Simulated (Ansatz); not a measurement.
`O=C[SiH](O)CF` + CH₃OH → `O=C[SiH](O)CO` + `CF`  (formal exchange of groups at the Si–C bond)

Program: Ansatz. Geometries: PBE0-D4/def2-TZVP. ΔE: electronic, gas phase. CBS: MP2 limit from def2 TZ/QZ plus the TZ coupled-cluster correction, frozen cores. This one scheme is used for every species. DFT in def2-TZVPP. B3LYP here is the variant with VWN-RPA as its local correlation; programs differ in this. One conformer a species, not always the lowest.

Problem. Is it downhill or uphill in electronic energy at CCSD(T)/CBS, and by how much? (Best estimate.)

Solution. The calculation gave: Downhill: ΔE = -2.0 kcal/mol.

Problem. What do these levels give: PBE-D4, B3LYP-D4, ωB97X-V, B2PLYP, PBE, B3LYP, MP2/def2-TZVPP, SCS-MP2/def2-TZVPP, CCSD/def2-TZVPP, MP2/def2-QZVPP, MP2/CBS(def2), CCSD/CBS(def2)? (An estimate is asked.)

Solution. Ansatz gave: PBE-D4 -2.5, B3LYP-D4 -2.1, ωB97X-V -2.0, B2PLYP -1.8, PBE -2.1, B3LYP -1.4, MP2/def2-TZVPP -2.5, SCS-MP2/def2-TZVPP -2.1, CCSD/def2-TZVPP -1.9, MP2/def2-QZVPP -2.4, MP2/CBS(def2) -2.3, CCSD/CBS(def2) -1.7 kcal/mol.

Largest T1 diagnostic among the species: 0.014.

In def2-TZVPP, CCSD(T) changes the Hartree–Fock value by −1.5 kcal/mol (the triples alone add −0.3 kcal/mol) and MP2 by −1.8 kcal/mol.
